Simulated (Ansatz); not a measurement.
CaI2. The state is a triplet with charge 0. Geometry r2SCAN-D4/def2-TZVP, that of the charge +1 doublet; atoms count from 1.

```xyz
3

Ca    1.296    0.810    0.175
I    -1.039   -0.126    1.521
I    -0.257   -0.683   -1.696
```

In the def2 sets I takes a core potential; there is no spin–orbit coupling. At PBE0-D4/def2-TZVP a singlet of charge 0 lies 1.52 eV below the triplet at the same geometry. The structure comes from a short search, and lower isomers may exist.

Q: Estimate the Mulliken populations from the PBE0/def2-TZVP orbitals of Ansatz.

A: 
```
atom  charge (e)  spin (α − β)
 Ca1        0.51          0.98
  I2       -0.26          0.51
  I3       -0.26          0.51
```
Mulliken values and Mayer orders depend strongly on the basis.

Q: Where does the spin sit?

A: Summed by element: Ca 0.98, I 1.02, of 2 unpaired in all. Largest on single atoms: Ca1 0.98, I2 0.51, I3 0.51.

Q: And the Mayer bond orders between bonded heavy atoms (over 0.3)?

A: Ca1–I2 0.45 (2.85 Å); Ca1–I3 0.45 (2.85 Å); I2–I3 0.49 (3.36 Å).
